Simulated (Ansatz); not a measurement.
Consider the cleavage of the Al–Si bond: `C[O][Al]([F])[SiH3]` + H₂S → `C[O][Al]([F])[SH]` + SiH₄.

Gas-phase electronic energies from Ansatz, PBE0-D4/def2-TZVP geometries. CBS: MP2 limit from def2 TZ/QZ plus the TZ coupled-cluster correction, frozen cores. This one scheme is used for every species. DFT in def2-TZVPP. B3LYP here is the variant with VWN-RPA as its local correlation; programs differ in this. One conformer a species, not always the lowest.

`C[O][Al]([F])[SiH3]`:

Z-matrix (Å, degrees):
```
C
O 1 1.397
H 1 1.097 2 112.6
H 1 1.094 2 110.0 3 -120.6
H 1 1.095 2 110.0 3 120.6
Al 2 1.675 1 137.9 3 -0.2
Si 6 2.437 2 124.0 1 -0.1
F 6 1.647 2 116.6 1 180.0
H 7 1.489 6 110.9 2 1.2
H 7 1.489 6 110.8 2 -118.8
H 7 1.489 6 110.9 2 121.3
```

H₂S:

Cartesian coordinates in Å:
```
S -0.321 -0.137 0.512
H 0.334 0.955 0.091
H -0.013 -0.817 -0.603
```

`C[O][Al]([F])[SH]`:

```xyz
9

C    -0.609   -1.593    0.580
O     0.128   -0.404    0.544
Al    0.309    0.944   -0.415
F    -0.558    1.144   -1.801
S     1.721    2.464    0.184
H    -1.287   -1.688   -0.275
H     0.069   -2.451    0.578
H    -1.205   -1.633    1.497
H     1.433    3.217   -0.893
```

SiH₄:

```xyz
5

Si    0.000    0.000    0.000
H     0.765   -0.901    0.898
H    -1.357   -0.560   -0.224
H     0.707    0.119   -1.300
H    -0.115    1.341    0.626
```

```
             level  ΔE (kJ/mol)  difference from CCSD(T)/CBS
            PBE-D4        -88.8                         14.6
         r2SCAN-D4       -103.7                         -0.3
           PBE0-D4        -94.7                          8.7
          B3LYP-D4       -101.6                          1.8
           ωB97M-V       -106.6                         -3.2
               PBE        -88.9                         14.5
            r2SCAN       -104.0                         -0.6
              PBE0        -95.0                          8.4
             B3LYP       -101.6                          1.8
    MP2/def2-TZVPP       -113.1                         -9.7
SCS-MP2/def2-TZVPP       -111.8                         -8.4
   CCSD/def2-TZVPP       -103.7                         -0.3
    MP2/def2-QZVPP       -113.3                         -9.9
SCS-MP2/def2-QZVPP       -112.3                         -8.9
      HF/CBS(def2)       -115.7                        -12.3
     MP2/CBS(def2)       -113.8                        -10.4
       CCSD(T)/CBS       -103.4                            0
```

Largest T1 diagnostic among the species: 0.013.

In def2-TZVPP, CCSD(T) changes the Hartree–Fock value by +13.6 kJ/mol (the triples alone add +1.0 kJ/mol) and MP2 by +3.3 kJ/mol. From PBE to PBE0 (25 % exact exchange), in def2-TZVPP and without D4, ΔE moves by −6.2 kJ/mol.

CCSD(T)/CBS has its own doubt, a few kJ/mol and more with outer-core shells, so smaller differences from it don't rank the levels.
